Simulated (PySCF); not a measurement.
## How methods differ on the excitation energy of P⁺

P⁺ [Ne] 3s2 3p2 (3P) → P⁺ [Ne] 3s1 3p2 4s1 (5P), as a difference of total energies. All numbers are calculated (PySCF 2.14, scalar relativity by spin-free X2C-1e, in dyall-av3z (19s12p3d2f, 84 functions)). Correlated levels: valence: [Ne] frozen; virtual orbitals above 40 to 60 times the deepest correlated orbital energy dropped. The calculations carry no spin-orbit coupling.

| method | excitation energy (cm⁻¹) |
| --- | --- |
| UHF | 127480 |
| MP2 (valence) | 137440 |
| SCS-MP2 (valence) | 140840 |

The promoted electron is Rydberg-like, and one or two diffuse shells describe it only roughly, which tends to raise the upper state.
